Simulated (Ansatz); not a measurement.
Basis sets compared for B3PH10 (relaxed from a model of B3H7(PH3), whose bonding it doesn't keep). Total charge 0; singlet. Geometry B3LYP-D4/def2-SVP. Ansatz on 4 threads of Arm Neoverse V2 on a shared host; times are rough, and most runs start from earlier orbitals.

Cartesian coordinates in Å:
```
B 1.015 -1.037 -0.448
B 0.983 -0.008 0.979
H 1.985 -0.375 0.228
B -0.626 -0.539 0.241
P -1.283 1.127 -0.519
H -0.909 -1.401 -0.572
H 1.255 -2.209 -0.300
H 1.101 -0.580 -1.567
H 1.164 -0.494 2.068
H 1.023 1.208 0.910
H -1.246 -0.739 1.260
H -1.466 2.189 0.393
H -0.459 1.729 -1.496
H -2.539 1.129 -1.178
```

Binding counts from free atoms (B doublet, H doublet, P quartet) in the same basis, without a counterpoise term.

| level | functions | energy (Eh) | HOMO (eV) | LUMO (eV) | binding per atom (eV) | wall time |
| --- | --- | --- | --- | --- | --- | --- |
| PBE-D4/def2-SVP | 110 | -421.4056 | -6.72 | -0.75 | 3.28 | 0.8 s |
| PBE0-D4/def2-SVP | 110 | -421.4738 | -8.12 | 0.18 | 3.27 | 0.8 s |

Estimate the rows for PBE-D4/def2-TZVP, PBE0-D4/def2-TZVP (with forces).


```tsv
level	functions	energy (Eh)	HOMO (eV)	LUMO (eV)	binding per atom (eV)	wall time
PBE-D4/def2-TZVP	190	-421.6144	-6.90	-1.11	3.28	1.2 s
PBE0-D4/def2-TZVP (with forces)	190	-421.6762	-8.23	-0.17	3.26	2.4 s
```
